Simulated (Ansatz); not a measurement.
Ansatz (a quantum-chemistry and plane-wave program) input for C2H9NOSi2, SMILES C=CO[SiH2]N[SiH3], CAM-B3LYP/def2-SVPD. The structure is a stationary point at B3LYP-D3(BJ)/def2-SVP. The structure was generated by enumeration, and PubChem lists no compound with its InChIKey, so it may never have been made. Other conformers were not sampled.

Ansatz 0.2 input:
```yaml
crystal:
  periodic: [false, false, false]
  atoms:
    - {symbol: C, position_ang: [3.28876533, 0.28981877, 0.63279377]}
    - {symbol: C, position_ang: [1.97197192, 0.16263858, 0.45505528]}
    - {symbol: O, position_ang: [1.41816621, -0.81815145, -0.30354901]}
    - {symbol: Si, position_ang: [-0.14270074, -0.84671256, -0.93059729]}
    - {symbol: N, position_ang: [-1.32986997, -0.39280581, 0.24811852]}
    - {symbol: Si, position_ang: [-2.21804082, 1.10503819, 0.42000707]}
    - {symbol: H, position_ang: [3.67604333, 1.08418206, 1.27210423]}
    - {symbol: H, position_ang: [3.99100300, -0.39481826, 0.15201917]}
    - {symbol: H, position_ang: [1.25920522, 0.84280631, 0.94184314]}
    - {symbol: H, position_ang: [-0.31014304, -2.25402707, -1.36192212]}
    - {symbol: H, position_ang: [-0.26254763, 0.11775868, -2.05466004]}
    - {symbol: H, position_ang: [-1.49071895, -1.08064758, 0.98362386]}
    - {symbol: H, position_ang: [-3.69278094, 0.87324472, 0.41553386]}
    - {symbol: H, position_ang: [-1.84286223, 1.96988464, -0.73121871]}
    - {symbol: H, position_ang: [-1.87748011, 1.80516560, 1.69540769]}
basis:
  gaussian:
    orbitals: def2-SVPD
hamiltonian:
  xc: {name: CAM-B3LYP}
```

Output:

```
WARN ansatz: RAYON_NUM_THREADS=2 ignored (pool sized by the plan → 2); use --threads N
Functional definition: CAM-B3LYP
integrals: 0.20 GiB planned
1748 factors; their error is unknown
integrals: 0.23 GiB planned
771 factors; integrals over basis functions are off by at most 8.0e-6 eV
mean field: 1.94 GiB planned
mean field evaluation 1: about -21495.3670 eV, gradient 6.3e1 eV
mean field evaluation 2: about -21492.5934 eV, gradient 7.3e1 eV
mean field evaluation 4: about -21503.2168 eV, gradient 3.1e0 eV
mean field evaluation 8: about -21503.2412 eV, gradient 6.0e-2 eV
mean field evaluation 16: about -21503.3115 eV, gradient 3.2e-5 eV
mean field -21503.31153788 eV, -790.2321235492 hartree, gradient 3.2e-5 eV, S^2 0.000000; 0 other end points of the search recorded, 0 dependent functions left out
reference -21503.31170576 eV, -790.2321297187 hartree; 32, 32 occupied and 171, 171 virtual orbitals, 1748 factors
Total energy: -21503.31170576 eV, -790.2321297187 hartree
```

The calculation finished and met its thresholds.

Cost: very roughly 14 core-seconds.
